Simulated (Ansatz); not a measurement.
Consider the formal exchange of groups at a C–S bond: `CCSS[SiH3]` + SiH₄ → `CC[SiH3]` + `[SiH3]SS`.

Computed with Ansatz on PBE0-D4/def2-TZVP structures; ΔE is electronic, products minus reactants. CCSD(T)/CBS is the MP2 limit (def2-TZVPP, def2-QZVPP) plus CCSD(T) − MP2 in def2-TZVPP, frozen cores. This one scheme is used for every species. DFT in def2-TZVPP. Each species was taken in one conformer, which may not be the lowest.

`CCSS[SiH3]`:

```xyz
13

C     0.609   -0.064    2.108
C     0.727    0.740    0.832
S     1.384   -0.189   -0.576
S    -0.093   -1.586   -0.916
Si   -1.193   -0.404   -2.320
H     0.223    0.562    2.917
H     1.578   -0.463    2.411
H    -0.079   -0.901    1.973
H     1.444    1.561    0.942
H    -0.229    1.180    0.539
H    -2.397   -1.190   -2.699
H    -1.608    0.876   -1.691
H    -0.367   -0.124   -3.520
```

SiH₄:

Z-matrix (Å, degrees):
```
Si
H 1 1.485
H 1 1.485 2 109.5
H 1 1.485 2 109.5 3 -120.0
H 1 1.485 2 109.5 3 120.0
```

`CC[SiH3]`:

Cartesian coordinates in Å:
```
C -0.370 0.866 1.064
C -0.595 0.242 -0.310
Si 0.742 -0.979 -0.803
H -1.164 1.571 1.321
H 0.578 1.410 1.104
H -0.340 0.105 1.848
H -0.648 1.019 -1.080
H -1.559 -0.278 -0.341
H 0.815 -2.094 0.182
H 2.071 -0.307 -0.836
H 0.471 -1.555 -2.148
```

`[SiH3]SS`:

```xyz
7

Si   -0.709   -0.566   -0.446
S     0.565    1.117   -0.818
S     1.020    1.534    1.152
H    -1.845   -0.168    0.420
H     0.063   -1.653    0.205
H    -1.200   -1.011   -1.777
H     2.106    0.746    1.264
```

| level | ΔE (kcal/mol) | difference from CCSD(T)/CBS |
| --- | --- | --- |
| B97M-V | -4.3 | -0.4 |
| r2SCAN0-D4 | -4.3 | -0.4 |
| revPBE | -5.1 | -1.2 |
| BLYP | -5.1 | -1.2 |
| r2SCANh | -4.5 | -0.6 |
| BHLYP | -5.6 | -1.7 |
| LC-ωPBE | -5.7 | -1.8 |
| CCSD(T)/def2-SVP | -3.0 | 0.9 |
| MP2/def2-TZVPP | -3.2 | 0.7 |
| SCS-MP2/def2-TZVPP | -3.7 | 0.2 |
| CCSD/def2-TZVPP | -4.9 | -1.0 |
| HF/def2-QZVPP | -6.1 | -2.2 |
| MP2/def2-QZVPP | -3.2 | 0.7 |
| SCS-MP2/def2-QZVPP | -3.6 | 0.3 |
| MP2/CBS(def2) | -3.0 | 0.9 |
| CCSD/CBS(def2) | -4.7 | -0.8 |
| CCSD(T)/CBS | -3.9 | 0 |

Largest T1 diagnostic among the species: 0.012.

In def2-TZVPP, CCSD(T) changes the Hartree–Fock value by +1.9 kcal/mol (the triples alone add +0.8 kcal/mol) and MP2 by +2.8 kcal/mol. At CCSD(T), def2-SVP lies +0.9 kcal/mol from the extrapolated value and def2-TZVPP −0.2 kcal/mol. The D4 term adds +1.7 kcal/mol with B3LYP and +1.0 kcal/mol with PBE0; it sums over pairs of atoms, weighted by their polarisabilities, and B3LYP, whose exchange is more repulsive, gets the larger term.

B3LYP here is the variant with VWN-RPA as its local correlation; programs differ in this.
